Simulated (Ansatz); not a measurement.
`[Br][GeH]([Br])[Br]` → Br₂ + `[GeH][Br]` at 500 K and 1 bar (germylene formation by 1,1-elimination).

Calculated with Ansatz (gas phase, PBE0-D4/def2-TZVP geometries, no zero-point term in ΔE). CCSD(T)/CBS is the MP2 limit (def2-TZVPP, def2-QZVPP) plus CCSD(T) − MP2 in def2-TZVPP, frozen cores. For Br, Ge outer-core shells are correlated without core-valence functions, which leaves a few kJ/mol of doubt a bond. Scalar relativity is left out up to krypton.

| species | CCSD(T)/CBS energy (Eh) | H − E (kJ/mol) | S (J/(mol·K)) |
| --- | --- | --- | --- |
| `[Br][GeH]([Br])[Br]` | -9796.79331 | 66.5 | 411.3 |
| Br₂ | -5146.62008 | 19.0 | 263.9 |
| `[GeH][Br]` | -4650.03665 | 38.0 | 299.7 |

H − E and S are ideal-gas, rigid-rotor, harmonic terms from PBE0-D4/def2-TZVP. 1 Eh = 2625.50 kJ/mol, R = 8.31446 J/(mol·K).

Problem. By hand: ΔE, ΔH, ΔS and ΔG.

Solution. ΔE = (-5146.62008) + (-4650.03665) − (-9796.79331) = 0.13658 Eh = 358.6 kJ/mol. Δ(H − E) = 19.0 + 38.0 − 66.5 = -9.5, so ΔH = 349.1 kJ/mol. ΔS = 263.9 + 299.7 − 411.3 = 152.3 J/(mol·K). ΔG = 349.1 − 500 × (152.3)/1000 = 273.0 kJ/mol.

Problem. By hand: the equilibrium constant, and the temperature at which ΔG would vanish if ΔH and ΔS stayed fixed.

Solution. log₁₀ K = −ΔG/(RT ln 10) = -28.5. ΔG = 0 at ΔH/ΔS = 2292 K.

The number of gas molecules changes by +1, which sets the sign of ΔS. A doubt of 5 kJ/mol in ΔE shifts log₁₀ K by 0.5 here. These are equilibria of isolated gas molecules and say nothing of rates. Largest T1 diagnostic: 0.011 (customary marks: 0.02 for closed shells, 0.045 for open ones).
